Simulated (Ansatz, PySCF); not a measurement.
CCl2F, SMILES F[C](Cl)Cl (connectivity only; charge and spin as stated), charge +1, multiplicity 1. Atoms are numbered in the order given.

```xyz
4

F      0.0000     0.0000     1.5636
C      0.0000     0.0000     0.2983
Cl     0.0000     1.4517    -0.4733
Cl     0.0000    -1.4517    -0.4733
```
Charge +1, spin multiplicity 1.

Geometry optimised at B3LYP-D3(BJ)/def2-SVP. The spin state was assumed, not searched. The isomer is the one that the SMILES or the coordinates give; other isomers of the formula were not compared.

Two levels are set side by side: PBE-D3(BJ)/def2-SVP (Ansatz, a program for electronic structure) and B3LYP-D3(BJ)/def2-SVP (Ansatz). Each level has its own optimised geometry; the coordinates shown are those of the second. Frequencies come from the Hessian of PySCF at each geometry. Differences are taken from unrounded values.

| quantity | B3LYP-D3(BJ) | PBE-D3(BJ) | PBE-D3(BJ) minus B3LYP-D3(BJ) |
|---|---|---|---|
| mean bond length (Å) | 1.518 | 1.524 | 0.007 |
| bond F1–C2 (Å) | 1.265 | 1.276 | 0.011 |
| bond C2–Cl3 (Å) | 1.644 | 1.649 | 0.004 |
| bond C2–Cl4 (Å) | 1.644 | 1.649 | 0.004 |
| highest harmonic wavenumber (cm⁻¹) | 1412 | 1367 | -45 |
| mean harmonic wavenumber (cm⁻¹) | 763 | 744 | -19 |
| zero-point energy (kcal/mol) | 6.54 | 6.38 | -0.16 |

GGA bonds tend to be longer and softer than those of functionals with exact exchange. Differences between two approximate levels are no errors against the true value.
